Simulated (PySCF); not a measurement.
C6H10OSi.
Structure used (GFN2-xTB), in Å, numbered top down from 1:
```
atom  x, y, z in Å
C1    -2.1387   -0.2424   -0.7730
C2    -1.8906   -0.3974    0.7207
C3    -0.5918    0.2787    1.1624
Si4    0.9642   -0.4968    0.3943
C5     2.5828    0.5025    0.5252
C6     2.7467    0.7109   -0.7919
C7     1.5729    0.0385   -1.3849
O8     1.2348   -0.0804   -2.5358
H9    -1.3415   -0.7064   -1.3486
H10   -2.1826    0.8102   -1.0437
H11   -3.0810   -0.7074   -1.0542
H12   -2.7271    0.0433    1.2701
H13   -1.8535   -1.4587    0.9766
H14   -0.6434    1.3413    0.9145
H15   -0.5143    0.2162    2.2501
H16    1.0770   -1.9216    0.7209
H17    3.2468    0.8427    1.3037
H18    3.5306    1.2330   -1.3180
```

Computed with PySCF, TDDFT CAM-B3LYP/def2-SVPD, vertical, gas phase, core orbitals frozen in the response.

Transition dipole moments from the ground state, in atomic units and in the frame of the coordinates above (overall signs are arbitrary), for the states with f of 0.002 or more among the lowest 8:

| state | E (eV) | μx | μy | μz |
| --- | --- | --- | --- | --- |
| S2 | 5.468 | 0.124 | -0.094 | -0.035 |
| S3 | 5.833 | 0.059 | 0.128 | 0.226 |
| S4 | 5.914 | 0.334 | 0.144 | 0.109 |
| S5 | 6.267 | -0.009 | -0.076 | 0.931 |
| S6 | 6.709 | 0.173 | 0.177 | -0.278 |
| S7 | 7.074 | 0.026 | -0.048 | -0.307 |
| S8 | 7.249 | -0.117 | 0.025 | -0.409 |

Task: What oscillator strength does each state have?

Result: f = (2/3) ΔE |μ|² with ΔE in hartree (27.2114 eV).

```csv
state,|μ|² (au),|μ| (D),f
S2,0.025,0.41,0.003
S3,0.071,0.68,0.010
S4,0.144,0.96,0.021
S5,0.873,2.37,0.134
S6,0.138,0.95,0.023
S7,0.097,0.79,0.017
S8,0.181,1.08,0.032
```

Task: What angle do the transition dipoles of S6 and S8 make?

Result: |cos θ| = |μa·μb| / (|μa| |μb|) = 0.62, so θ ≈ 52° (taken between 0 and 90°, since the signs are arbitrary).

Task: What peak molar absorption coefficient would the strongest computed level give as a lone Gaussian band 0.5 eV wide at half height?

Result: ε(max) = 2.175×10⁸ f / FWHM, with the width in cm⁻¹. S5: 2.175×10⁸ × 0.1340 / 4033 ≈ 7200 L mol⁻¹ cm⁻¹.

One conformer stands for the species.
